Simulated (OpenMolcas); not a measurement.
# AlHSF2 (SMILES [F][Al]([F])[SH]): name the method

AlHSF2 has 5 atoms, charge 0, and is taken as a singlet. As SMILES, `[F][Al]([F])[SH]`. The shape is that of a PBE0-D4/def2-TZVP optimisation.

```xyz
5

F     0.8922    0.3879    1.4955
Al    0.3403   -0.4647    0.2110
F     0.8206   -2.0156    0.0146
S    -1.0034    0.4257   -1.2160
H    -0.9997    1.5930   -0.5464
```

Orbital energies and the dipole are those of the mean-field step.

A calculation with OpenMolcas 26.06 gave:

| Quantity | Value |
| --- | --- |
| total energy | -839.6969 Eh |
| dipole moment | 1.57 D |
| HOMO energy | -11.19 eV |
| LUMO energy | 2.13 eV |
| HOMO–LUMO gap | 13.31 eV |

Question: Which of these levels gave the numbers?
A. B3LYP/6-31G* (spherical functions)
B. CPF/cc-pVDZ
C. HF/3-21G
D. PBE0/def2-SVP

Answer: B. The others give -834.7308 Eh (HF/3-21G), -841.0893 Eh (B3LYP/6-31G* (spherical functions)), -840.2963 Eh (PBE0/def2-SVP).
